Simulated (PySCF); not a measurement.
# How methods differ on the excitation energy of Bi²⁺

Bi²⁺ [Xe] 4f14 5d10 6s2 6p1 (2P) → Bi²⁺ [Xe] 4f14 5d10 6s1 6p1 7s1 (4P), as a difference of total energies. Calculation: PySCF 2.14, in aug-cc-pwCVTZ-DK3 (11s10p8d5f1g, 125 functions); scalar relativity by spin-free X2C-1e. Correlated levels: valence: [Xe] 4f14 5d10 frozen. The calculations carry no spin-orbit coupling.

| method | excitation energy (cm⁻¹) |
| --- | --- |
| UHF | 152240 |
| MP2 (valence) | 157030 |
| SCS-MP2 (valence) | 159110 |
| CCSD (valence) | 157980 |
| CCSD(T) (valence) | 158050 |

A first-order spin-orbit estimate (lowest level to lowest level, LS coupling) adds 0.047 eV.

The promoted electron is Rydberg-like, and one or two diffuse shells describe it only roughly, which tends to raise the upper state.
